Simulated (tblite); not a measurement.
C₄H₈NO₃S (charge -1).
Numbering: `[CH3:1]/[N:2]=[CH:3]/[CH2:4][CH2:5][S:6](=[O:7])(=[O:8])[O-:9]` (hydrogens: H10, H11, H12 on C1; H13 on C3; H14, H15 on C4; H16, H17 on C5)

Structure used (GFN2-xTB), in Å, numbered top down from 1:
```
atom  x, y, z in Å
C1     2.8415    0.1823    1.0009
N2     1.9845   -0.1661   -0.0958
C3     0.7346   -0.0781    0.0526
C4    -0.2142   -0.4228   -1.0358
C5    -1.3031    0.6226   -1.1333
S6    -2.4007    0.4060    0.3347
O7    -3.6268    1.1149   -0.0234
O8    -2.5693   -1.0419    0.4544
O9    -1.6889    1.0084    1.4616
H10    3.5207    0.9722    0.6718
H11    2.2931    0.5223    1.8905
H12    3.4457   -0.6898    1.2616
H13    0.2533    0.2623    0.9756
H14    0.3262   -0.5788   -1.9758
H15   -0.7254   -1.3483   -0.7444
H16   -1.9459    0.4698   -1.9942
H17   -0.9324    1.6426   -1.1111
```

Structure optimised with GFN2-xTB, isolated species.

Take the most abundant isotopes and a rigid rotor. The values belong to one conformer with, in the numbering `[CH3:1]/[N:2]=[CH:3]/[CH2:4][CH2:5][S:6](=[O:7])(=[O:8])[O-:9]`, N2–C3–C4–C5 -136°, C3–C4–C5–S6 -72°.

Give the principal moments of inertia and the rotational constants in GHz.

Ia = 154.10, Ib = 682.57, Ic = 727.01 u·Å²; 505379 MHz·u·Å²/I gives 3280, 740.4 and 695.1 MHz, that is A = 3.2795, B = 0.7404, C = 0.6951 GHz.

Classify the top.

A near-prolate asymmetric top: κ = (2 × 740.4 − 3280 − 695.1)/(3280 − 695.1) = -0.96.

What does the inertial defect say?

Not planar: Δ = Ic − Ia − Ib = -109.67 u·Å². For a rigid frame Δ = −2 Σ m c², so Σ m c² = 54.83 u·Å² lies off the ab plane: 6.89 from hydrogen and 47.94 from heavier atoms. The atom farthest from that plane is 1.78 Å away.

Give the other two planar moments, Paa and Pbb, and the rms extents of the mass along the axes.

Paa = Σ m a² = (Ib + Ic − Ia)/2 = 627.74 and Pbb = Σ m b² = (Ia + Ic − Ib)/2 = 99.27 u·Å². With the mass M = 150.02 u, the rms extents √(P/M) along a, b and c are 2.05, 0.81, 0.60 Å.

Where do the levels up to J = 2 lie, in MHz?

Above 0(0,0):
J = 1: 1(0,1) 1436, 1(1,1) 3975, 1(1,0) 4020
J = 2: 2(0,2) 4306, 2(1,2) 6801, 2(1,1) 6936, 2(2,1) 14554, 2(2,0) 14554

Estimate the classical rotational partition function at 50 K, 200 K and 298.15 K.

Point group C1, symmetry number σ = 1; q = (√π/σ)·√((kT/h)³/(ABC)), k/h = 20836.6 MHz/K: 45900 at 50 K, 367000 at 200 K, 668000 at 298.15 K.

Its GFN2-xTB frequencies are all real (lowest 33 cm⁻¹). Zero-point vibration and centrifugal distortion are left out.

Hardware: Arm Neoverse N1, one thread, shared host. That covers the optimisation of the geometry.

The numbers are calculated, not measured.
